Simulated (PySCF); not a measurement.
# Correlation energy of Br (bromine, neutral)

Starting occupation: [Ar] 3d10 4s2 4p5, 4p1/2 with m_j = +1/2, 4p3/2 with m_j = -3/2, -1/2, +1/2, +3/2. Computed with PySCF 2.14 in x2c-SVPall-2c with one added diffuse shell each of s, p, d type (6s7p4d, 47 functions), with X2C-1e with screened-nucleus spin-orbit coupling, Gaussian nucleus. Frozen: [Ne]; 25 electrons correlated.

MP2 pair energies summed by pair of shells (mhartree):

```tsv
pair	energy	share (%)
3d3/2-3d5/2	-54.50	15.9
4p3/2-4p3/2	-46.67	13.6
3d5/2-3d5/2	-36.13	10.5
3d5/2-3p3/2	-27.80	8.1
4p1/2-4p3/2	-22.24	6.5
4p3/2-4s1/2	-21.60	6.3
3d3/2-3p3/2	-19.83	5.8
3d5/2-3p1/2	-16.50	4.8
3d3/2-3d3/2	-14.47	4.2
3p1/2-3p3/2	-10.96	3.2
3d3/2-3p1/2	-9.24	2.7
3p3/2-3p3/2	-9.08	2.6
3d5/2-4p3/2	-8.27	2.4
4p1/2-4s1/2	-7.82	2.3
4s1/2-4s1/2	-6.22	1.8
3d3/2-4p3/2	-5.17	1.5
3d5/2-3s1/2	-3.95	1.2
3d5/2-4s1/2	-2.65	0.8
3d3/2-3s1/2	-2.63	0.8
3p3/2-4p3/2	-2.21	0.6
3p1/2-3p1/2	-2.10	0.6
3d5/2-4p1/2	-1.96	0.6
3p3/2-3s1/2	-1.82	0.5
3d3/2-4s1/2	-1.69	0.5
3d3/2-4p1/2	-1.56	0.5
3p1/2-4p3/2	-1.40	0.4
3p1/2-3s1/2	-0.96	0.3
3p3/2-4s1/2	-0.75	0.2
3p3/2-4p1/2	-0.69	0.2
3s1/2-3s1/2	-0.61	0.2
```

Total MP2 correlation energy: -342.96 mhartree.

This basis was not built for core-valence correlation, so the inner-shell part is incomplete.
